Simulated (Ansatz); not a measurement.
Consider the redistribution: `[SiH3][GeH3]` + `C=C[NH][GaH2]` → `C=C[NH][GeH3]` + `[SiH3][GaH2]`.

Program: Ansatz. Geometries: PBE0-D4/def2-TZVP. ΔE: electronic, gas phase. CCSD(T)/CBS adds triple-zeta CCSD(T) − MP2 to the extrapolated MP2 energy (def2 sets, frozen cores). Functionals use def2-TZVPP. HSE06 is defined as in plane-wave codes. For Ga, Ge outer-core shells are correlated without core-valence functions, which leaves a few kJ/mol of doubt a bond. Scalar relativity is left out up to krypton. One conformer a species, not always the lowest.

```
             level  ΔE (eV)
           BLYP-D4     0.70
           PBE0-D4     0.66
           ωB97M-V     0.64
            r2SCAN     0.71
              PBE0     0.65
             HSE06     0.66
RPA@PBE/def2-TZVPP     0.65
    CCSD/CBS(def2)     0.68
```

(1) What does CCSD(T)/CBS give? (Estimate.)

Largest T1 diagnostic among the species: 0.014.

## Answers

(1) The calculation gave: +0.70 eV. The listed levels differ from it by 0.00, -0.04, -0.06, 0.01, -0.05, -0.04, -0.05, -0.02 eV.

In def2-TZVPP, CCSD(T) changes the Hartree–Fock value by +0.12 eV (the triples alone add +0.02 eV) and MP2 by +0.15 eV. From BLYP to BHLYP (50 % exact exchange), in def2-TZVPP and without D4, ΔE moves by −0.05 eV. Leaving LDA and LC-ωPBE aside and taking each functional with its dispersion term where it has one, the values, not all of them listed here, spread over 0.07 eV, from ωB97X-V to r2SCAN-D4. LDA lies +0.07 eV from PBE without D4.
